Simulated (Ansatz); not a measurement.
Ansatz (a quantum-chemistry and plane-wave program) input (B3LYP-D3(BJ)/def2-TZVP):

Ansatz 0.2 input:
```yaml
crystal:
  periodic: [false, false, false]
  atoms:
    - {symbol: B, position_ang: [-0.96009521, 0.13120463, -0.01370137]}
    - {symbol: N, position_ang: [0.63504834, -0.13477306, -0.03981207]}
    - {symbol: H, position_ang: [-1.21385758, 1.20242986, -0.47732170]}
    - {symbol: H, position_ang: [-1.43957867, -0.29568526, 0.99363338]}
    - {symbol: H, position_ang: [0.83054334, -1.10846828, 0.17477974]}
    - {symbol: H, position_ang: [1.17231349, 0.43494880, 0.62287371]}
    - {symbol: H, position_ang: [1.00571709, 0.05416318, -0.96677382]}
basis:
  gaussian:
    orbitals: def2-TZVP
hamiltonian:
  xc: b3lyp
  dispersion: d3bj
magnetization: {spin_polarized: true, initial_magnetization: 1}
phonons: {temperatures: {t_min: 298.15, t_max: 298.15, t_step: 100}}
```

Output:

```
Functional definition: B3LYP
integrals: 0.02 GiB planned
544 factors; their error is unknown
mean field: 0.25 GiB planned
mean field evaluation 1: about -2241.3463 eV, gradient 3.7e1 eV
mean field evaluation 2: about -2237.4455 eV, gradient 4.7e1 eV
mean field evaluation 4: about -2247.2750 eV, gradient 1.5e0 eV
mean field evaluation 8: about -2247.2813 eV, gradient 2.1e-1 eV
mean field evaluation 16: about -2247.2815 eV, gradient 8.8e-5 eV
mean field -2247.28146090 eV, -82.5860704260 hartree, gradient 8.8e-5 eV, S^2 0.752436; 0 other end points of the search recorded, 0 dependent functions left out
the calculation of the forces begins
reference -2247.28169194 eV, -82.5860789164 hartree; 9, 8 occupied and 83, 84 virtual orbitals, 544 factors
these checks for a lower state are left out or cut short: stability, starts, cluster_reference, orbital_swaps, neighbouring_geometries, increment
integrals: 0.02 GiB planned
544 factors; their error is unknown
mean field: 0.25 GiB planned
mean field -2247.28143272 eV, -82.5860693906 hartree, gradient 2.7e-6 eV, S^2 0.752444; 0 other end points of the search recorded, 0 dependent functions left out
the calculation of the forces begins
reference -2247.28166372 eV, -82.5860778796 hartree; 9, 8 occupied and 83, 84 virtual orbitals, 544 factors
these checks for a lower state are left out or cut short: stability, starts, cluster_reference, orbital_swaps, neighbouring_geometries, increment
integrals: 0.02 GiB planned
544 factors; their error is unknown
mean field: 0.25 GiB planned
mean field -2247.28142340 eV, -82.5860690481 hartree, gradient 9.2e-7 eV, S^2 0.752428; 0 other end points of the search recorded, 0 dependent functions left out
the calculation of the forces begins
reference -2247.28165448 eV, -82.5860775400 hartree; 9, 8 occupied and 83, 84 virtual orbitals, 544 factors
these checks for a lower state are left out or cut short: stability, starts, cluster_reference, orbital_swaps, neighbouring_geometries, increment
integrals: 0.02 GiB planned
544 factors; their error is unknown
mean field: 0.25 GiB planned
mean field evaluation 32: about -2247.2813 eV, gradient 8.3e-2 eV
mean field -2247.28135769 eV, -82.5860666330 hartree, gradient 1.3e-6 eV, S^2 0.752439; 0 other end points of the search recorded, 0 dependent functions left out
the calculation of the forces begins
reference -2247.28158882 eV, -82.5860751270 hartree; 9, 8 occupied and 83, 84 virtual orbitals, 544 factors
these checks for a lower state are left out or cut short: stability, starts, cluster_reference, orbital_swaps, neighbouring_geometries, increment
integrals: 0.02 GiB planned
544 factors; their error is unknown
mean field: 0.25 GiB planned
mean field -2247.28137531 eV, -82.5860672808 hartree, gradient 1.5e-6 eV, S^2 0.752433; 0 other end points of the search recorded, 0 dependent functions left out
the calculation of the forces begins
reference -2247.28160625 eV, -82.5860757677 hartree; 9, 8 occupied and 83, 84 virtual orbitals, 544 factors
these checks for a lower state are left out or cut short: stability, starts, cluster_reference, orbital_swaps, neighbouring_geometries, increment
integrals: 0.02 GiB planned
544 factors; their error is unknown
mean field: 0.25 GiB planned
mean field -2247.28126508 eV, -82.5860632297 hartree, gradient 6.4e-7 eV, S^2 0.752431; 0 other end points of the search recorded, 0 dependent functions left out
the calculation of the forces begins
reference -2247.28149609 eV, -82.5860717192 hartree; 9, 8 occupied and 83, 84 virtual orbitals, 544 factors
these checks for a lower state are left out or cut short: stability, starts, cluster_reference, orbital_swaps, neighbouring_geometries, increment
integrals: 0.02 GiB planned
[...]
the calculation of the forces begins
reference -2247.28169240 eV, -82.5860789334 hartree; 9, 8 occupied and 83, 84 virtual orbitals, 544 factors
these checks for a lower state are left out or cut short: stability, starts, cluster_reference, orbital_swaps, neighbouring_geometries, increment
integrals: 0.02 GiB planned
544 factors; their error is unknown
mean field: 0.25 GiB planned
mean field -2247.28141075 eV, -82.5860685829 hartree, gradient 1.4e-6 eV, S^2 0.752438; 0 other end points of the search recorded, 0 dependent functions left out
the calculation of the forces begins
reference -2247.28164181 eV, -82.5860770743 hartree; 9, 8 occupied and 83, 84 virtual orbitals, 544 factors
these checks for a lower state are left out or cut short: stability, starts, cluster_reference, orbital_swaps, neighbouring_geometries, increment
integrals: 0.02 GiB planned
544 factors; their error is unknown
mean field: 0.25 GiB planned
mean field -2247.28139752 eV, -82.5860680970 hartree, gradient 1.3e-6 eV, S^2 0.752434; 0 other end points of the search recorded, 0 dependent functions left out
the calculation of the forces begins
reference -2247.28162853 eV, -82.5860765865 hartree; 9, 8 occupied and 83, 84 virtual orbitals, 544 factors
these checks for a lower state are left out or cut short: stability, starts, cluster_reference, orbital_swaps, neighbouring_geometries, increment
integrals: 0.02 GiB planned
544 factors; their error is unknown
mean field: 0.25 GiB planned
mean field evaluation 96: about -2247.2814 eV, gradient 2.4e-4 eV
mean field -2247.28144382 eV, -82.5860697982 hartree, gradient 1.4e-6 eV, S^2 0.752431; 0 other end points of the search recorded, 0 dependent functions left out
the calculation of the forces begins
reference -2247.28167485 eV, -82.5860782886 hartree; 9, 8 occupied and 83, 84 virtual orbitals, 544 factors
these checks for a lower state are left out or cut short: stability, starts, cluster_reference, orbital_swaps, neighbouring_geometries, increment
integrals: 0.02 GiB planned
544 factors; their error is unknown
mean field: 0.25 GiB planned
mean field -2247.28144840 eV, -82.5860699665 hartree, gradient 1.6e-6 eV, S^2 0.752441; 0 other end points of the search recorded, 0 dependent functions left out
the calculation of the forces begins
reference -2247.28167944 eV, -82.5860784571 hartree; 9, 8 occupied and 83, 84 virtual orbitals, 544 factors
these checks for a lower state are left out or cut short: stability, starts, cluster_reference, orbital_swaps, neighbouring_geometries, increment
integrals: 0.02 GiB planned
544 factors; their error is unknown
mean field: 0.25 GiB planned
mean field -2247.28145416 eV, -82.5860701785 hartree, gradient 1.4e-6 eV, S^2 0.752436; 0 other end points of the search recorded, 0 dependent functions left out
the calculation of the forces begins
reference -2247.28168522 eV, -82.5860786695 hartree; 9, 8 occupied and 83, 84 virtual orbitals, 544 factors
these checks for a lower state are left out or cut short: stability, starts, cluster_reference, orbital_swaps, neighbouring_geometries, increment
integrals: 0.02 GiB planned
544 factors; their error is unknown
mean field: 0.25 GiB planned
mean field -2247.28143375 eV, -82.5860694282 hartree, gradient 2.8e-6 eV, S^2 0.752435; 0 other end points of the search recorded, 0 dependent functions left out
the calculation of the forces begins
reference -2247.28166477 eV, -82.5860779181 hartree; 9, 8 occupied and 83, 84 virtual orbitals, 544 factors
these checks for a lower state are left out or cut short: stability, starts, cluster_reference, orbital_swaps, neighbouring_geometries, increment
integrals: 0.02 GiB planned
544 factors; their error is unknown
mean field: 0.25 GiB planned
mean field -2247.28132888 eV, -82.5860655742 hartree, gradient 1.3e-6 eV, S^2 0.752436; 0 other end points of the search recorded, 0 dependent functions left out
the calculation of the forces begins
reference -2247.28155985 eV, -82.5860740624 hartree; 9, 8 occupied and 83, 84 virtual orbitals, 544 factors
these checks for a lower state are left out or cut short: stability, starts, cluster_reference, orbital_swaps, neighbouring_geometries, increment
integrals: 0.02 GiB planned
544 factors; their error is unknown
mean field: 0.25 GiB planned
mean field evaluation 128: about -2247.2813 eV, gradient 1.9e-6 eV
mean field -2247.28134249 eV, -82.5860660744 hartree, gradient 1.9e-6 eV, S^2 0.752436; 0 other end points of the search recorded, 0 dependent functions left out
the calculation of the forces begins
reference -2247.28157359 eV, -82.5860745672 hartree; 9, 8 occupied and 83, 84 virtual orbitals, 544 factors
these checks for a lower state are left out or cut short: stability, starts, cluster_reference, orbital_swaps, neighbouring_geometries, increment
integrals: 0.02 GiB planned
544 factors; their error is unknown
mean field: 0.25 GiB planned
mean field -2247.28143747 eV, -82.5860695648 hartree, gradient 2.8e-6 eV, S^2 0.752436; 0 other end points of the search recorded, 0 dependent functions left out
the calculation of the forces begins
reference -2247.28166850 eV, -82.5860780551 hartree; 9, 8 occupied and 83, 84 virtual orbitals, 544 factors
these checks for a lower state are left out or cut short: stability, starts, cluster_reference, orbital_swaps, neighbouring_geometries, increment
integrals: 0.02 GiB planned
544 factors; their error is unknown
mean field: 0.25 GiB planned
mean field -2247.28143869 eV, -82.5860696100 hartree, gradient 2.7e-6 eV, S^2 0.752436; 0 other end points of the search recorded, 0 dependent functions left out
the calculation of the forces begins
reference -2247.28166974 eV, -82.5860781006 hartree; 9, 8 occupied and 83, 84 virtual orbitals, 544 factors
these checks for a lower state are left out or cut short: stability, starts, cluster_reference, orbital_swaps, neighbouring_geometries, increment
integrals: 0.02 GiB planned
544 factors; their error is unknown
mean field: 0.25 GiB planned
mean field -2247.28137024 eV, -82.5860670944 hartree, gradient 2.6e-6 eV, S^2 0.752438; 0 other end points of the search recorded, 0 dependent functions left out
the calculation of the forces begins
reference -2247.28160140 eV, -82.5860755894 hartree; 9, 8 occupied and 83, 84 virtual orbitals, 544 factors
these checks for a lower state are left out or cut short: stability, starts, cluster_reference, orbital_swaps, neighbouring_geometries, increment
integrals: 0.02 GiB planned
544 factors; their error is unknown
mean field: 0.25 GiB planned
mean field -2247.28136490 eV, -82.5860668979 hartree, gradient 1.4e-6 eV, S^2 0.752434; 0 other end points of the search recorded, 0 dependent functions left out
the calculation of the forces begins
reference -2247.28159581 eV, -82.5860753839 hartree; 9, 8 occupied and 83, 84 virtual orbitals, 544 factors
these checks for a lower state are left out or cut short: stability, starts, cluster_reference, orbital_swaps, neighbouring_geometries, increment
integrals: 0.02 GiB planned
544 factors; their error is unknown
mean field: 0.25 GiB planned
mean field evaluation 160: about -2247.2814 eV, gradient 1.9e-6 eV
mean field -2247.28144344 eV, -82.5860697844 hartree, gradient 1.9e-6 eV, S^2 0.752437; 0 other end points of the search recorded, 0 dependent functions left out
the calculation of the forces begins
reference -2247.28167457 eV, -82.5860782783 hartree; 9, 8 occupied and 83, 84 virtual orbitals, 544 factors
these checks for a lower state are left out or cut short: stability, starts, cluster_reference, orbital_swaps, neighbouring_geometries, increment
integrals: 0.02 GiB planned
544 factors; their error is unknown
mean field: 0.25 GiB planned
mean field -2247.28142479 eV, -82.5860690991 hartree, gradient 1.5e-6 eV, S^2 0.752435; 0 other end points of the search recorded, 0 dependent functions left out
the calculation of the forces begins
reference -2247.28165574 eV, -82.5860775862 hartree; 9, 8 occupied and 83, 84 virtual orbitals, 544 factors
Total energy: -2247.40748098 eV, -82.5907015785 hartree
Atom 0 at    -0.960095     0.131205    -0.013701 Å, force    -0.000419    -0.000120    -0.000187 eV/Å
Atom 1 at     0.635048    -0.134773    -0.039812 Å, force    -0.000293    -0.000152    -0.000200 eV/Å
Atom 2 at    -1.213858     1.202430    -0.477322 Å, force     0.000048     0.000214    -0.000022 eV/Å
Atom 3 at    -1.439579    -0.295685     0.993633 Å, force     0.000011    -0.000030     0.000218 eV/Å
Atom 4 at     0.830543    -1.108468     0.174780 Å, force     0.000308     0.000518    -0.000280 eV/Å
Atom 5 at     1.172313     0.434949     0.622874 Å, force     0.000164    -0.000104    -0.000080 eV/Å
Atom 6 at     1.005717     0.054163    -0.966774 Å, force     0.000180    -0.000327     0.000550 eV/Å
Dipole moment:     1.157773    -0.138551     0.036554 e Å
Vibrations: 235.42 594.09 665.39 717.13 865.85 1058.38 1165.43 1342.97 1648.96 1655.20 2541.41 2643.09 3280.62 3483.63 3545.56 cm⁻¹, zero-point energy 1.577274 eV
```

It need not be the lowest isomer of its formula.
